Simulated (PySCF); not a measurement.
Isomers of C2H7NSi2.

All values: CAM-B3LYP/def2-SVPD (PySCF) at GFN2-xTB geometries, gas phase, one conformer each. Core orbitals are frozen in the response; Δα² is half the sum of the squared differences of the principal polarisabilities.

**Question.** Rank by dipole moment, highest first.
A. `[SiH3]C(C#N)[SiH3]`
B. `[N:1]#[C:2][CH2:3][SiH2:4][SiH3:5]` with C2–C3–Si4–Si5 58°
C. `[CH:1]#[C:2][SiH2:3][NH:4][SiH3:5]` with C2–Si3–N4–Si5 -176°
D. `[CH:1]#[C:2][Si@@H:3]([NH2:4])[SiH3:5]` with C2–Si3–N4–H -63° and 76°

**Answer.** A (4.07 D), B (3.89 D), D (1.23 D), C (0.87 D).

**Question.** Rank by mean static polarisability, highest first.
A. `[CH:1]#[C:2][SiH2:3][NH:4][SiH3:5]` with C2–Si3–N4–Si5 -176°
B. `[N:1]#[C:2][CH2:3][SiH2:4][SiH3:5]` with C2–C3–Si4–Si5 58°
C. `[CH:1]#[C:2][Si@@H:3]([NH2:4])[SiH3:5]` with C2–Si3–N4–H -63° and 76°
D. `[N:1]#[C:2][SiH2:3][CH2:4][SiH3:5]` with C2–Si3–C4–Si5 62°

**Answer.** C (12.69 Å³), B (12.26 Å³), A (11.97 Å³), D (11.72 Å³).

**Question.** Rank by HOMO–LUMO gap, lowest first.
A. `[CH:1]#[C:2][SiH2:3][NH:4][SiH3:5]` with C2–Si3–N4–Si5 -176°
B. `[N:1]#[C:2][CH2:3][SiH2:4][SiH3:5]` with C2–C3–Si4–Si5 58°
C. `[N:1]#[C:2][SiH2:3][CH2:4][SiH3:5]` with C2–Si3–C4–Si5 62°
D. `[CH:1]#[C:2][SiH2:3][SiH2:4][NH2:5]` with C2–Si3–Si4–N5 -31°, Si3–Si4–N5–H -177° and 43°

**Answer.** D (9.23 eV), A (9.39 eV), B (10.50 eV), C (10.90 eV).

All values together:

| SMILES | μ (D) | HOMO (eV) | LUMO (eV) | α (Å³) | Δα (Å³) |
| --- | --- | --- | --- | --- | --- |
| C#C[Si@@H](N)[SiH3] | 1.23 | -9.05 | 0.44 | 12.69 | 4.31 |
| C#C[SiH2][SiH2]N | 1.32 | -8.78 | 0.45 | 12.56 | 4.36 |
| N#C[SiH2]C[SiH3] | 4.08 | -10.54 | 0.36 | 11.72 | 2.73 |
| C#C[SiH2]N[SiH3] | 0.87 | -8.83 | 0.56 | 11.97 | 5.20 |
| N#CC[SiH2][SiH3] | 3.89 | -10.06 | 0.43 | 12.26 | 2.76 |
| N[SiH2]C#C[SiH3] | 1.11 | -9.04 | 0.40 | 12.78 | 7.48 |
| N#CC([SiH3])[SiH3] | 4.07 | -9.97 | 0.57 | 11.84 | 2.97 |

Conformers: `[CH:1]#[C:2][Si@@H:3]([NH2:4])[SiH3:5]` with C2–Si3–N4–H -63° and 76°; `[CH:1]#[C:2][SiH2:3][SiH2:4][NH2:5]` with C2–Si3–Si4–N5 -31°, Si3–Si4–N5–H -177° and 43°; `[N:1]#[C:2][SiH2:3][CH2:4][SiH3:5]` with C2–Si3–C4–Si5 62°; `[CH:1]#[C:2][SiH2:3][NH:4][SiH3:5]` with C2–Si3–N4–Si5 -176°; `[N:1]#[C:2][CH2:3][SiH2:4][SiH3:5]` with C2–C3–Si4–Si5 58°; `[NH2:1][SiH2:2][C:3]#[C:4][SiH3:5]` with H–N1–Si2–C3 69° and -69°.
